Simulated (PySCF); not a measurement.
# Computed records: AlBClH$_{4}$N, AlBH$_{3}$N, AlB$_{2}$H$_{6}$N

Calculation on a computer-drawn molecule: the log of a Hartree-Fock and frozen-core CCSD(T) single point meant for a local Hartree-Fock minimum, with one planted fault or none, to be diagnosed. Offsets are logged minus clean, where the clean run is the same molecule without the fault. The reference is restricted for singlets and unrestricted otherwise, and also for a bond in bohr or an excited solution. Adding or removing an electron swaps singlet and doublet. The excited solution moves the top pair (singlet) or top alpha electron (doublet) to the lowest empty orbital. Highest occupied and lowest empty are orbital energies over both spins, largest force is the largest gradient component, triples share is (T) over the correlation energy, the T1 limit is 0.02 restricted and 0.045 unrestricted, electrons count all cores, a negative frequency is imaginary (commonest isotopes), and the dipole is about the centre of nuclear charge. Program: PySCF 2.14.0.

Common to all runs: meant charge 0; meant multiplicity 1; meant basis cc-pV(D+d)Z; logged SCF converged yes; logged CC converged yes; logged SCF stable within its kind yes; possible faults no fault, one electron removed, one electron added, multiplicity raised by two, geometry at a saddle point, SCF held on an excited solution, minimal basis STO-3G, one bond length entered in bohr, all coordinates scaled.

```yaml
- entry: 1
  formula: AlBClH4N
  logged_structure:
    atoms_angstrom:
      - [B, -1.1596, -1.6226, 1.5236]
      - ["N", -0.433, -0.4341, 1.2813]
      - [Al, -1.003, 1.1516, 0.6787]
      - [Cl, -3.0357, 1.4458, 0.2209]
      - [H, -0.5937, -2.6027, 1.9332]
      - [H, -2.3429, -1.6489, 1.319]
      - [H, 0.5504, -0.5074, 1.4811]
      - [H, 0.0108, 2.3261, 0.4904]
  given:
    logged_electrons: 45
    logged_basis_functions: 94
    logged_spin_squared: 0.7782
    "logged_highest_occupied [eV]": -16.334
    "logged_lowest_empty [eV]": -9.8893
    "logged_largest_force [hartree/bohr]": 0.14126
    logged_T1_diagnostic: 0.052209
    logged_D1_diagnostic: 0.32215
    logged_triples_share: 0.033137
    "logged_dipole_magnitude [debye]": 10.25
    "logged_energy_HF [hartree]": -782.62511
    "logged_energy_CCSD(T) [hartree]": -783.12532
    drawn_bonds_atom: [1, 2, 3, 1, 1, 2, 3]
    drawn_bonds_other_atom: [2, 3, 4, 5, 6, 7, 8]
    drawn_bonds_order: [1, 1, 1, 1, 1, 1, 1]
  results:
    planted_fault: "one electron removed"
    "HF_energy_offset_from_clean_run [kcal/mol]": 255.8
    "CCSD(T)_energy_offset_from_clean_run [kcal/mol]": 261.4
  notes: ["T1 above single-reference limit"]
- entry: 2
  formula: AlBH3N
  logged_structure:
    atoms_angstrom:
      - [B, -2.322, 1.1768, 0.204]
      - ["N", -2.1872, 1.2472, -1.3295]
      - [Al, -1.1106, -0.1768, -2.2688]
      - [H, -1.7213, 0.178, 0.8437]
      - [H, -3.0072, 2.0659, 0.8992]
      - [H, -2.7019, 2.0925, -1.8171]
  given:
    logged_electrons: 28
    logged_basis_functions: 66
    logged_spin_squared: 0.0
    "logged_highest_occupied [eV]": -8.7387
    "logged_lowest_empty [eV]": 1.0989
    "logged_largest_force [hartree/bohr]": 0.052405
    logged_T1_diagnostic: 0.018999
    logged_D1_diagnostic: 0.060396
    logged_triples_share: 0.033411
    "logged_dipole_magnitude [debye]": 1.6484
    "logged_energy_HF [hartree]": -322.81082
    "logged_energy_CCSD(T) [hartree]": -323.17036
    drawn_bonds_atom: [1, 2, 1, 1, 2]
    drawn_bonds_other_atom: [2, 3, 4, 5, 6]
    drawn_bonds_order: [1, 1, 1, 1, 1]
  results:
    planted_fault: "all coordinates scaled, by +9.7 %"
    "HF_energy_offset_from_clean_run [kcal/mol]": 24.59
    "CCSD(T)_energy_offset_from_clean_run [kcal/mol]": 17.19
- entry: 3
  formula: AlBH3N
  logged_structure:
    atoms_angstrom:
      - [B, -2.1167, 1.0728, 0.186]
      - ["N", -1.9938, 1.137, -1.212]
      - [Al, -1.0124, -0.1612, -2.0682]
      - [H, -1.5691, 0.1623, 0.7691]
      - [H, -2.7413, 1.8832, 0.8197]
      - [H, -2.463, 1.9074, -1.6564]
  given:
    logged_electrons: 28
    logged_basis_functions: 22
    logged_spin_squared: 0.0
    "logged_highest_occupied [eV]": -5.1004
    "logged_lowest_empty [eV]": 9.1655
    "logged_largest_force [hartree/bohr]": 0.048284
    logged_T1_diagnostic: 0.022187
    logged_D1_diagnostic: 0.079461
    logged_triples_share: 0.023195
    "logged_dipole_magnitude [debye]": 3.0175
    "logged_energy_HF [hartree]": -318.90535
    "logged_energy_CCSD(T) [hartree]": -319.06387
    drawn_bonds_atom: [1, 2, 1, 1, 2]
    drawn_bonds_other_atom: [2, 3, 4, 5, 6]
    drawn_bonds_order: [1, 1, 1, 1, 1]
  results:
    planted_fault: "minimal basis STO-3G"
    "HF_energy_offset_from_clean_run [kcal/mol]": 2475
    "CCSD(T)_energy_offset_from_clean_run [kcal/mol]": 2594
  notes: ["T1 above single-reference limit"]
- entry: 4
  formula: AlB2H6N
  logged_structure:
    atoms_angstrom:
      - [B, -0.7932, 0.833, -0.6558]
      - ["N", 0.5484, 1.1464, -0.255]
      - [B, 0.949, 2.5195, -0.1429]
      - [Al, 1.7398, -0.1956, 0.1106]
      - [H, -1.1345, -0.3174, -0.7528]
      - [H, -1.5806, 1.7067, -0.8962]
      - [H, 2.0736, 2.7883, 0.1922]
      - [H, 0.1738, 3.405, -0.3799]
      - [H, 3.199, 0.1941, 0.5469]
      - [H, 1.2574, -1.6857, -0.0255]
  given:
    logged_electrons: 35
    logged_basis_functions: 95
    logged_spin_squared: 0.8368
    "logged_highest_occupied [eV]": -16.395
    "logged_lowest_empty [eV]": -9.5615
    "logged_largest_force [hartree/bohr]": 0.061425
    logged_T1_diagnostic: 0.040329
    logged_D1_diagnostic: 0.21884
    logged_triples_share: 0.031812
    "logged_dipole_magnitude [debye]": 7.3918
    "logged_energy_HF [hartree]": -348.91061
    "logged_energy_CCSD(T) [hartree]": -349.35508
    drawn_bonds_atom: [1, 2, 2, 1, 1, 3, 3, 4, 4]
    drawn_bonds_other_atom: [2, 3, 4, 5, 6, 7, 8, 9, 10]
    drawn_bonds_order: [1, 1, 1, 1, 1, 1, 1, 1, 1]
  results:
    planted_fault: "one electron removed"
    "HF_energy_offset_from_clean_run [kcal/mol]": 245.7
    "CCSD(T)_energy_offset_from_clean_run [kcal/mol]": 257.6
```
